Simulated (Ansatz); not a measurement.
A run of Ansatz (development build ahead of 0.2.0) on doublet CoS at this shape:

```yaml
atoms:
  - { symbol: Co, position_ang: [0.0000, 0.0000, 0.0000] }
  - { symbol: S, position_ang: [0.0000, 0.0000, 4.7080] }
```

Its results:

- Converged: yes
- Total energy: -1780.36967 hartree
- Spin squared of the determinant: 0.750
- Stability test: minimum among restricted orbitals

(1) Which input gives this output? Name the method, the orbitals and the basis set, and write the input.

Answers

(1) PBE0 (restricted open-shell) in pcseg-2.

```yaml
crystal:
  periodic: [false, false, false]
  atoms:
    - { symbol: Co, position_ang: [0.0, 0.0, 0.0] }
    - { symbol: S, position_ang: [0.0, 0.0, 4.708] }
basis:
  gaussian: { orbitals: pcseg-2 }
magnetization:
  initial_magnetization: 1
hamiltonian:
  xc: pbe0
```

Caution: stretched shape with no unrestricted run beside it, a lower state can exist; charge can spread falsely over distant fragments.
